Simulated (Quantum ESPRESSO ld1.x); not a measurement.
Question: Radial electron density D(r) = 4 pi r^2 rho(r) of an atom or ion with 32 electrons. Method: Dirac Kohn-Sham, PBE, spin-unpolarised, spherical densities, point nucleus; computed with ld1.x of Quantum ESPRESSO 7.5.

```
   r/bohr * D(r) (the largest magnitude, 47.7, reaches the edge; | marks zero)
 0.004268 |     *
  0.00493 |      *
 0.005739 |        *
 0.006628 |          *
 0.007716 |             *
 0.008911 |                *
  0.01029 |                    *
  0.01198 |                        *
  0.01384 |                            *
  0.01611 |                                 *
   0.0186 |                                     *
  0.02148 |                                         *
  0.02501 |                                            *
  0.02888 |                                              *
  0.03362 |                                              *
  0.03883 |                                             *
  0.04485 |                                           *
  0.05221 |                                        *
  0.06029 |                                      *
  0.07019 |                                     *
  0.08106 |                                       *
  0.09437 |                                           *
    0.109 |                                                *
   0.1259 |                                                     *
   0.1465 |                                                      *
   0.1692 |                                                   *
    0.197 |                                             *
   0.2275 |                                     *
   0.2628 |                              *
   0.3059 |                           *
   0.3533 |                             *
   0.4113 |                                *
    0.475 |                                  *
   0.5529 |                                 *
   0.6386 |                            *
   0.7375 |                      *
   0.8586 |              *
   0.9915 |         *
    1.154 |     *
    1.333 |    *
     1.54 |   *
    1.792 |  *
     2.07 |  *
     2.41 | *
    2.783 |*
    3.214 |*
    3.742 *
    4.321 *
     5.03 *
    5.809 *
    6.763 *
    7.811 *
     9.02 *
     10.5 *
    12.13 *
    14.12 *
```

What is the nuclear charge?

Answer: Z = 33. The innermost maximum, from 1s, lies near gamma/Z bohr with gamma = sqrt(1 - (Z/c)^2) = 0.971, here 0.0294 bohr (found: 0.0318), and its height grows with Z. The density is that of the arsenic ion As+ in [Ar] 3d9.75 4s2 4p2 4d0.25; the configuration itself is not fixed sharply by these data, and Z only to about a unit. D(r) has 3 maxima, at r = 0.0318, 0.143, 0.490 bohr, and minima at 0.0669, 0.311 bohr, inside which lie 2.09, 10.97 electrons.
